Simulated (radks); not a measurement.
Task: The mean radii <r> (bohr) of the occupied orbitals of an atom or ion are listed with their occupations. Calculated with a radial shooting solver on a logarithmic mesh with Libxc functionals: non-relativistic Kohn-Sham, LDA (Slater exchange, Perdew-Wang correlation), spin-unpolarised, spherical densities, point nucleus.

orbital  occ.      <r>
1s          2  0.02077
2s          2  0.08779
2p          6  0.07425
3s          2   0.2234
3p          6   0.2133
3d         10   0.1872
4s          2   0.4981
4p          6   0.5054
4d         10   0.5227
5s          2    1.149
4f         13   0.5929
5p          6    1.242

Name the element and its charge.

Result: Z = 73, tantalum, charge +6: Ta6+ in [Xe] 4f13. The 1s radius gives Z: for a bare nucleus <r> = 1.5/Z, 0.02055 bohr for Z = 73, and screening makes it slightly larger (0.02077 here). The occupations add up to 67, and the charge is Z minus that.
